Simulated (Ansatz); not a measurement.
# Worked example: CH2BrCl → CHBrCl + H

Species: CH2BrCl `ClCBr`, singlet; CHBrCl `Cl[CH]Br`, doublet; H atom, doublet. 

Shapes, held fixed at every level: PBE0-D4/def2-TZVP. Programs: Ansatz 0.2.0. The zero-point and thermal change to 298 K, harmonic and unscaled (PBE0-D4/def2-TZVP), is -29.5 kJ/mol.

At CCSD(T)/def2-TZVPP; 1 Eh = 2625.50 kJ/mol:

```
species   energy (Eh)
CH2BrCl  -3071.663206
 CHBrCl  -3070.999764
      H     -0.499810
```

**Question.** Work out ΔH(298 K) of the reaction at this level.

**Answer.** 
1. Products less reactants: (-3070.999764) + (-0.499810) − [(-3071.663206)] = 0.163632 Eh = +429.6 kJ/mol.
2. With the thermal change: +429.6 + (-29.5) = +400.1 kJ/mol.

Other levels give +308.1 (HF/def2-SVP) to +420.0 kJ/mol (SPW92/def2-TZVPP). No measured value is set beside it here. Open shells run unrestricted unless RO is named. Relativity is left out for Br unless named. Correlated rows may include outer-core shells of Br, which these sets cover unevenly.
